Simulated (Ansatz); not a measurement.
```yaml
crystal:
  periodic: [false, false, false]
  atoms:
    - {symbol: O, position_ang: [-0.178450, 0.458837, 0.922983]}
    - {symbol: B, position_ang: [-0.112412, -0.352861, -0.519350]}
    - {symbol: Cl, position_ang: [1.228175, -1.549360, -0.228094]}
    - {symbol: Cl, position_ang: [-1.732217, -1.076764, -0.750851]}
    - {symbol: Cl, position_ang: [0.308435, 0.974362, -1.692198]}
    - {symbol: H, position_ang: [0.519505, 0.090063, 1.486858]}
    - {symbol: H, position_ang: [0.028163, 1.387823, 0.734953]}
basis:
  gaussian: {orbitals: ANO-RCC-VTZP}
hamiltonian: {xc: {name: HF}}
correlation: {active_space: {window: {electrons: 6, orbitals: 2}}}
output: {forces: true}
```

```sh
$ ansatz run in.yaml --threads 2 --pin off --events-out ev --progress --plain --max-ram 20480MiB --backend cpu
```

Shortened log:

```
Functional definition: HF
1176 factors; integrals over basis functions are off by at most 1.1e-3 eV
mean field evaluation 1: about -40372.0295 eV, gradient 3.2e1 eV
mean field evaluation 2: about -40372.1498 eV, gradient 3.2e1 eV
mean field evaluation 4: about -40374.5182 eV, gradient 3.1e0 eV
mean field evaluation 8: about -40374.5622 eV, gradient 2.3e-1 eV
mean field -40374.56251184 eV, -1483.7378054489 hartree, gradient 2.2e-6 eV, S^2 0.000000; 0 other end points of the search recorded, 0 dependent functions left out
reference -40374.56251184 eV, -1483.7378054489 hartree; 33, 33 occupied and 157, 157 virtual orbitals, 1176 factors
Error: 6 electrons in 2 orbitals form no window around the highest filled level of the reference
```

Task: Something in this input is off. What?

Result: The active space doesn't fit the electrons. The run stopped with an error.
